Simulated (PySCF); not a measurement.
ClGeI, neutral, multiplicity 1. Atoms are numbered in the order given.

```xyz
3

Ge     0.8167    -1.0375     0.0000
Cl    -1.0160    -2.2636     0.0000
I     -0.1672     1.3525     0.0000
```

Geometry: B3LYP-D3(BJ)/def2-TZVP. The def2 effective core potentials stand for the cores of I; spin–orbit coupling is left out.

The numbers are results of PySCF with TDA-ωB97X/def2-SVPD, not measurements.

Vertical excitations.  State labels are in the subgroup Cs.

Computed excitation energies, oscillator strengths and character:
```csv
state,symmetry,energy (eV),λ (nm),f,main pairs
S1,A",3.36,369,0.011,HOMO→LUMO 90 %
S2,A",3.73,333,0.001,HOMO−1→LUMO 90 %
S3,A',4.31,288,0.029,HOMO−2→LUMO 88 %
S4,A',5.38,230,0.036,"HOMO→LUMO+1 72 %, HOMO−1→LUMO+1 21 %"
S5,A",5.59,222,0.005,HOMO−4→LUMO 89 %
S6,A",5.66,219,0.003,HOMO−2→LUMO+1 87 %
S7,A',5.78,215,0.057,"HOMO→LUMO+2 37 %, HOMO−1→LUMO+1 28 %, HOMO−3→LUMO 26 %"
S8,A",6.07,204,0.004,HOMO−5→LUMO 96 %
S9,A',6.18,201,0.098,"HOMO−3→LUMO 59 %, HOMO→LUMO+2 10 %, HOMO−1→LUMO+1 10 %"
S10,A',6.49,191,0.164,HOMO−1→LUMO+2 74 %
T1,A",2.47,502,0,"HOMO→LUMO 73 %, HOMO−1→LUMO 23 %"
T2,A",3.59,345,0,"HOMO−1→LUMO 75 %, HOMO→LUMO 23 %"
T3,A',3.65,339,0,HOMO−2→LUMO 98 %
T4,A',4.60,270,0,HOMO→LUMO+1 82 %
```
Triplets are in the Tamm–Dancoff approximation.
